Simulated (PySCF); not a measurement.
## Two-component Hartree-Fock for Al²⁺ (aluminium, charge +2)

Start: [Ne] 3s1; 3s1/2 filled at m_j = +1/2. Calculated with PySCF 2.14 in x2c-TZVPall-2c with one added diffuse shell each of s, p type (6s7p2d1f, 44 functions): generalised Hartree-Fock with the X2C-1e Hamiltonian and a Gaussian nucleus; one run each with spin-orbit coupling (SO) switched off, then screened by Boettger's factors. This is a chosen level, not necessarily the ground level.

| spinor shell | electrons | ε, spin-free (eV) | ε, screened SO (eV) | weight of nominal j (screened SO) | rms radius, screened SO (bohr) |
| --- | --- | --- | --- | --- | --- |
| 1s1/2 | 2 | -1616.0 | -1616.0 | 1.000 | 0.139 |
| 2s1/2 | 2 | -154.42 | -154.42 | 1.000 | 0.675 |
| 2p1/2 | 2 | -107.95 | -108.31 | 0.935 | 0.671 |
| 3s1/2 | 1 | -28.090 | -28.090 | 1.000 | 2.39 |

(1) Where does 2p3/2 lie, and what is the 2p spin-orbit splitting (screened SO)?

| quantity | spin-free | screened SO |
| --- | --- | --- |
| E (hartree) | -241.45940 | -241.45956 |
| M_J | 1/2 | 1/2 |
| ⟨J²⟩ | 0.750 | 0.750 |
| ⟨L²⟩ | 0.000 | 0.000 |
| ⟨S²⟩ | 0.750 | 0.750 |

Each row is a mean over spinors that exchange with the open shell spreads, by up to 0.723 eV (2s1/2).

Without spin-orbit coupling the j labels of p, d and f shells carry no meaning; the spin-free column gives the mean over the occupied spinors of each nl shell.

Results:

(1) At -107.77 eV, 0.534 eV above 2p1/2.
